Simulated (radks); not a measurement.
The neon ion Ne+ inside a hard spherical wall (all orbitals vanish at R), configuration held at [He] 2s2 2p5 and not refilled when levels cross. Method: scalar-relativistic Kohn-Sham, PBE, spin-polarised, spherical densities, finite nucleus; open shells are filled with parallel spins first; Fermi nuclear charge, rms radius 3.0055 fm; computed with a radial shooting solver on a logarithmic mesh with Libxc functionals. Eigenvalues in eV for spin up, with the zero of energy where the potential of the charges vanishes at infinity; a dash marks a level that is unbound or too diffuse for the functional's potential to be trusted. A positive occupied level is held by the wall or, in an anion where self-interaction has pushed it up, behind a barrier. The pressure on the wall is -dE/dV.

| R (bohr) | E (hartree) | kinetic (hartree) | e(1s) | e(2s) | e(2p) | e(3s, empty) | e(3p, empty) | pressure (GPa) |
|---|---|---|---|---|---|---|---|---|
| free | -128.20606 | 128.207 | -853.74 | -56.566 | -33.205 | - | - | 0 |
| 15 | -128.20606 | 128.207 | -853.74 | -56.566 | -33.205 | - | - | < 0.0001 |
| 12 | -128.20606 | 128.207 | -853.74 | -56.566 | -33.205 | - | - | < 0.0001 |
| 8 | -128.20606 | 128.207 | -853.74 | -56.566 | -33.205 | -6.921 | - | < 0.0001 |
| 5 | -128.20590 | 128.209 | -853.72 | -56.555 | -33.194 | -5.028 | -0.389 | 0.0424 |
| 3.5 | -128.19503 | 128.304 | -853.16 | -56.187 | -32.782 | 3.495 | 10.207 | 5.92 |
| 3 | -128.16106 | 128.540 | -851.93 | -55.408 | -31.892 | 12.545 | 20.083 | 33.0 |
| 2.5 | -128.01976 | 129.351 | -848.27 | -53.096 | -29.231 | 31.640 | 39.321 | 200 |
| 2 | -127.40409 | 132.166 | -837.62 | -45.956 | -21.210 | 76.557 | 81.160 | 1400 |
| 1.5 | -124.48856 | 142.194 | -807.21 | -21.298 | 4.350 | 200.24 | 187.81 | 12300 |
